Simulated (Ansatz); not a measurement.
N-butyl-N-methylpyrrolidinium bromide (C9H20BrN), relaxed as a singlet with RKS PBE-D4/def2-SVP in Ansatz, starting from the GFN2-xTB geometry. Force threshold 0.03 eV/Å.

Start:

```xyz
31

C    -0.278   -0.545    4.156
C     0.453    0.071    2.970
C    -0.162   -0.378    1.643
C     0.672    0.152    0.482
N     0.044    0.031   -0.858
C    -0.283   -1.378   -1.135
C     0.980    0.538   -1.894
C     0.115    0.819   -3.117
C    -1.290    1.091   -2.547
C    -1.147    0.893   -1.035
H    -1.331   -0.270    4.146
H     0.158   -0.201    5.090
H    -0.204   -1.630    4.125
H     0.411    1.161    3.043
H     1.501   -0.228    2.994
H    -1.191   -0.013    1.590
H    -0.178   -1.467    1.629
H     1.619   -0.405    0.426
H     0.894    1.208    0.648
H     0.637   -1.966   -1.027
H    -0.657   -1.485   -2.148
H    -1.036   -1.732   -0.437
H     1.431    1.458   -1.520
H     1.776   -0.200   -2.048
H     0.106   -0.034   -3.794
H     0.501    1.670   -3.672
H    -1.629    2.101   -2.769
H    -2.023    0.400   -2.962
H    -2.026    0.435   -0.585
H    -0.953    1.846   -0.541
Br    3.089   -1.942   -0.850
```

| step | energy (eV) | largest force component (eV/Å) | SCF passes |
| --- | --- | --- | --- |
| 1 | -81153.8091 | 1.112 | 21 |
| 2 | -81154.0194 | 0.560 | 20 |
| 3 | -81154.0536 | 0.096 | 20 |
| 4 | -81154.0564 | 0.050 | 21 |
| 5 | -81154.0576 | 0.015 | 21 |
| 6 | -81154.0587 | 0.016 | 20 |
| 7 | -81154.0595 | 0.039 | 20 |
| 8 | -81154.0599 | 0.026 | 21 |

Force components are those of the run's own axes.

End:

```xyz
31

C    -0.242   -0.577    4.208
C     0.509   -0.018    3.001
C    -0.193   -0.318    1.667
C     0.635    0.213    0.509
N     0.018    0.050   -0.867
C    -0.274   -1.401   -1.144
C     0.992    0.576   -1.917
C     0.133    0.808   -3.159
C    -1.309    1.059   -2.625
C    -1.205    0.904   -1.099
H    -1.269   -0.156    4.282
H     0.284   -0.342    5.156
H    -0.339   -1.682    4.146
H     0.635    1.083    3.111
H     1.536   -0.441    2.961
H    -1.218    0.119    1.681
H    -0.308   -1.419    1.576
H     1.615   -0.333    0.430
H     0.827    1.300    0.620
H     0.697   -1.949   -1.010
H    -0.638   -1.502   -2.181
H    -1.052   -1.747   -0.442
H     1.384    1.528   -1.507
H     1.837   -0.159   -1.972
H     0.160   -0.070   -3.834
H     0.521    1.664   -3.741
H    -1.687    2.067   -2.879
H    -2.028    0.333   -3.052
H    -2.083    0.434   -0.619
H    -1.007    1.873   -0.600
Br    3.071   -1.897   -0.701
```

By distances, no bond broke or formed. The bond that changes most is N5–C7, from 1.49 to 1.53 Å (atoms count from 1).

The force fell under the threshold at step 5, but the optimiser went on and released 0.002 eV more. No frequencies were taken in this run, so the end may be a saddle point.

Hardware: 4 threads of Arm Neoverse V1 on a shared host. Wall time 42 s.
